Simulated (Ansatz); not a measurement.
C$_{2}$HF$_{3}$O$_{2}$ (`O=C(O)C(F)(F)F`), relaxed with RKS PBE-D4/def2-SVP in Ansatz 0.2.0 from a rough embedded geometry. The force threshold is 0.03 eV/Å; the program also tests the step.

Total charge 0; spin multiplicity 1.

Start:

```xyz
8

O     1.281    0.589    1.136
C     0.575    0.157    0.158
O     1.182    0.008   -1.054
C    -0.890   -0.170    0.196
F    -1.443   -0.387    1.369
F    -1.204   -1.301   -0.600
F    -1.642    0.831   -0.394
H     2.141    0.273   -0.811
```

(1) By how much does the energy fall, and how many steps does the optimiser take? (Best estimate.)

(2) Which bonds change most? (Estimate.)

(3) Give the relaxed structure. (Best estimate.)

Answers

(1) The calculation gave: 53.86 kJ/mol, in 6 steps.

(2) The calculation gave: O1–C2 from 1.281 to 1.208 Å; C4–F6 from 1.419 to 1.347 Å; C2–C4 from 1.502 to 1.551 Å; O3–H8 from 1.024 to 0.983 Å.

(3) The calculation gave: 
```xyz
8

O     1.203    0.388    1.229
C     0.605    0.141    0.209
O     1.126    0.110   -1.029
C    -0.912   -0.175    0.149
F    -1.410   -0.268    1.386
F    -1.132   -1.336   -0.499
F    -1.560    0.809   -0.508
H     2.079    0.331   -0.936
```
